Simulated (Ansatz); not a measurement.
Gas-phase electronic energies from Ansatz, PBE0-D4/def2-TZVP geometries. CCSD(T)/CBS adds triple-zeta CCSD(T) − MP2 to the extrapolated MP2 energy (def2 sets, frozen cores). DFT in def2-TZVPP. One conformer a species, not always the lowest.

Reaction (substitution at a C–Si bond): `C=C[SiH](C)F` + `C1=CN1` → `C=CN1C=C1` + `C[SiH2]F`

`C=C[SiH](C)F`:

Cartesian coordinates in Å:
```
C -1.790 -0.955 0.935
C -0.577 -0.416 1.027
Si 0.591 -0.387 -0.409
C 1.128 1.331 -0.860
F 1.911 -1.224 -0.033
H -2.134 -1.426 0.017
H -2.494 -0.954 1.762
H -0.287 0.039 1.974
H -0.063 -1.078 -1.552
H 1.844 1.311 -1.685
H 0.268 1.931 -1.167
H 1.603 1.828 -0.010
```

`C1=CN1`:

Cartesian coordinates in Å:
```
C -0.391 0.613 -0.167
C -0.002 -0.211 0.716
N 0.077 -0.712 -0.698
H -0.860 1.503 -0.544
H 0.133 -0.599 1.708
H 1.043 -0.595 -1.015
```

`C=CN1C=C1`:

```xyz
10

C     0.197    1.561   -0.274
C    -0.760    0.653   -0.136
N    -0.633   -0.730   -0.402
C    -0.117   -1.578    0.708
C     0.729   -1.304   -0.203
H    -0.009    2.614   -0.135
H     1.211    1.281   -0.541
H    -1.775    0.937    0.128
H    -0.502   -2.058    1.588
H     1.659   -1.377   -0.735
```

`C[SiH2]F`:

Cartesian coordinates in Å:
```
C -0.707 0.485 -0.484
Si 0.601 -0.462 0.426
F 1.829 0.514 0.759
H -0.318 0.889 -1.421
H -1.549 -0.172 -0.721
H -1.083 1.314 0.120
H 0.093 -0.989 1.717
H 1.135 -1.578 -0.395
```

```
       level  ΔE (kJ/mol)
     ωB97M-V         46.9
      B2PLYP         42.8
   CAM-B3LYP         40.6
MP2/def2-SVP         31.4
```

(1) What does CCSD(T)/CBS give? (Estimate.)

Largest T1 diagnostic among the species: 0.012.

Answers

(1) The calculation gave: +47.2 kJ/mol. The listed levels differ from it by -0.3, -4.4, -6.6, -15.8 kJ/mol.

From BLYP to BHLYP (50 % exact exchange), in def2-TZVPP and without D4, ΔE moves by +3.6 kJ/mol. At CCSD(T), def2-SVP lies −13.6 kJ/mol from the extrapolated value and def2-TZVPP −0.9 kJ/mol.

CCSD(T)/CBS has its own doubt, a few kJ/mol and more with outer-core shells, so smaller differences from it don't rank the levels.
